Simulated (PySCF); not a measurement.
# Spin-rotation constants: `CN1CCN(C)P1c1ccsc1`, C8H13N2PS

Geometry (Å), atoms numbered from 1 in this order:
```xyz
25

C     0.1466    2.1561    1.3908
N    -0.6278    0.9921    1.0304
C    -1.4117    1.1097   -0.1854
C    -2.1188   -0.2326   -0.2853
N    -1.1196   -1.2229    0.0837
C    -1.6582   -2.5267    0.4077
P     0.1133   -0.5613    1.0833
C     1.4006   -0.3794   -0.2369
C     2.6909    0.1433    0.0528
C     3.4739    0.2508   -1.0467
S     2.6679   -0.2911   -2.4688
C     1.2536   -0.6593   -1.5590
H    -0.5314    2.9904    1.5844
H     0.7031    1.9375    2.3012
H     0.8556    2.4582    0.6082
H    -2.1177    1.9389   -0.0896
H    -0.7839    1.2817   -1.0735
H    -2.4799   -0.4326   -1.2995
H    -2.9774   -0.2590    0.4010
H    -2.0827   -2.9735   -0.4954
H    -2.4435   -2.4878    1.1726
H    -0.8504   -3.1637    0.7637
H     3.0054    0.4199    1.0446
H     4.4795    0.6153   -1.1210
H     0.4015   -1.0798   -2.0540
```

Level of theory: GIAO BHandHLYP/pcSseg-1 magnetisability, rotational g tensor and spin-rotation constants, non-relativistic, gas phase in PySCF 2.14.0. Geometry: GFN2-xTB.

(1) Give the nuclear spin-rotation constants along the inertial axes (H = +C I·J) beside the isotropic shieldings.

Answers

(1) Rotational constants 1.1764, 0.5462, 0.4665 GHz. A star marks the isotopologue with that one atom substituted, in its own axes.
```csv
atom,isotope,Caa (kHz),Cbb (kHz),Ccc (kHz),mean (kHz),σ (ppm)
N2,14N,0.063,0.025,0.020,0.036,219.2
N5,14N,0.070,0.019,0.017,0.035,228.0
P7,31P,2.303,0.977,0.758,1.346,235.0
H13,1H,-0.072,-0.030,-0.026,-0.043,29.3
H14,1H,-0.132,-0.044,0.010,-0.056,29.1
H15,1H,0.005,-0.060,-0.039,-0.031,30.2
H16,1H,-0.075,-0.031,-0.025,-0.044,29.2
H17,1H,0.012,-0.058,-0.035,-0.027,29.2
H18,1H,-0.128,-0.014,-0.013,-0.052,28.7
H19,1H,0.049,-0.057,-0.050,-0.019,29.1
H20,1H,-0.129,-0.002,-0.026,-0.052,29.0
H21,1H,0.037,-0.057,-0.047,-0.022,29.3
H22,1H,-0.089,-0.052,0.002,-0.046,28.9
H23,1H,-0.111,0.007,-0.009,-0.037,24.8
H24,1H,0.066,-0.032,-0.047,-0.004,24.7
H25,1H,-0.061,0.005,-0.026,-0.027,24.5
C1,13C*,0.199,0.076,0.090,0.122,151.1
C3,13C*,0.263,0.104,0.082,0.150,132.3
C8,13C*,0.530,0.167,0.127,0.274,38.4
C9,13C*,0.410,0.185,0.129,0.241,51.4
C10,13C*,0.481,0.174,0.116,0.257,47.8
S11,33S*,0.457,0.190,0.160,0.269,276.2
C12,13C*,0.487,0.183,0.114,0.261,44.8
```
For the geometry as given, no vibrational averaging.
